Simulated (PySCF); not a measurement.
C$_{3}$H$_{10}$Si, triplet, at the geometry of the source list (a higher spin typed on purpose: for a closed-shell molecule this is an excited state). Base run: DF-MN15/pcseg-1 in PySCF.

Here is a job for PySCF.
```python
from pyscf import gto, scf, dft

mol = gto.M(
    atom='''
Si    0.06090000    0.22490000    0.46560000
C    -0.93200000    1.38420000   -0.67160000
C     1.76960000   -0.11080000   -0.30300000
C    -0.87690000   -1.41820000    0.67490000
H     0.23360000    0.86220000    1.78490000
H    -1.08030000    0.94810000   -1.65580000
H    -1.91320000    1.59710000   -0.25810000
H    -0.42270000    2.33340000   -0.80880000
H     2.36230000   -0.76890000    0.32530000
H     1.68360000   -0.58130000   -1.27870000
H     2.33130000    0.80940000   -0.43310000
H    -1.02380000   -1.91880000   -0.27830000
H    -1.85700000   -1.25970000    1.11460000
H    -0.33550000   -2.10170000    1.32220000
''',
    basis='pcseg-1',
    spin=2,
    verbose=4,
)

mf = dft.UKS(mol)
mf.xc = 'mn15'
mf = mf.density_fit(auxbasis='def2-universal-jkfit')
mf.kernel()
```

Each row names what was changed in the base input (with any setting that the change needs).

```csv
change,ΔE vs base (µEh),grid points,electrons on the grid
base,0.0,159616,41.99996
grids.prune = off,-0.9,253672,41.99998
"grids.atom_grid = (75, 302)",-0.3,204600,41.99998
small_rho_cutoff = 0,0.0,159616,41.99996
grids.prune = dft.gen_grid.treutler_prune,8386,137944,41.99994
grids.prune = dft.gen_grid.sg1_prune,-14.4,68496,41.99977
"grids.atom_grid = (30, 110)",-4491,34528,41.99804
grids.becke_scheme = stratmann,0.8,159616,41.99996
"grids.atom_grid = (50, 194)",8504,92696,42.00006
grids.radi_method = gauss_chebyshev,-2.4,155864,41.99997
grids.radi_method = delley,-31.1,172552,41.99996
```

Open shells are given as the SCF converged; they aren't shown to be the lowest states, and a large step between rows can be another state.
